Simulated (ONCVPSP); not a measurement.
Debugging a pseudopotential input (silicon, ONCVPSP 4.0.1)

Command:

```bash
oncvpsp.x < Si.dat > Si.out
```

Input:

```
# ATOM AND REFERENCE CONFIGURATION
# atsym  z   nc   nv     iexc    psfile
  Si 14.00    1    3        4      upf
#
#   n    l    f
    1    0    2.00
    2    0    2.00
    2    1    6.00
    3    0    2.00
#
# PSEUDOPOTENTIAL AND OPTIMIZATION
# lmax
    1
#
#   l,   rc,      ep,       ncon, nbas, qcut
    0    0.80    0.00    4    9   17.30
    1    0.60    0.00    4    9   28.20
#
# LOCAL POTENTIAL
# lloc, lpopt,  rc(5),   dvloc0
    4    5    0.60    0.00
#
# VANDERBILT-KLEINMAN-BYLANDER PROJECTORs
# l, nproj, debl
    0    3    2.60
    1    1    0.90
#
# MODEL CORE CHARGE
# icmod, fcfact, rcfact
    3    3.00    1.60
#
# LOG DERIVATIVE ANALYSIS
# epsh1, epsh2, depsh
   -7.00    5.00    0.04
#
# OUTPUT GRID
# rlmax, drl
    6.00    0.00
#
# TEST CONFIGURATIONS
# ncnf
    4
# nvcnf
#   n    l    f
    4
    2    0    2.00
    2    1    6.00
    3    0    2.00
    3    1    2.00
#
    4
    2    0    2.00
    2    1    6.00
    3    0    2.00
    3    1    1.00
#
    3
    2    0    2.00
    2    1    6.00
    3    0    1.00
#
    3
    2    0    2.00
    2    1    6.00
    3    0    0.00
#
```

This is an input that runs to its end, with one change: drl set to zero.

Question: How does the run end?

Answer: The program refuses the input: "test_data: must have drl > 0.0".

```
ONCVPSP  (Optimized Norm-Conservinng Vanderbilt PSeudopotential)
scalar-relativistic version 4.0.1

test_data: must have drl > 0.0
ERROR: test_data found   1 ERROR; stopping
```
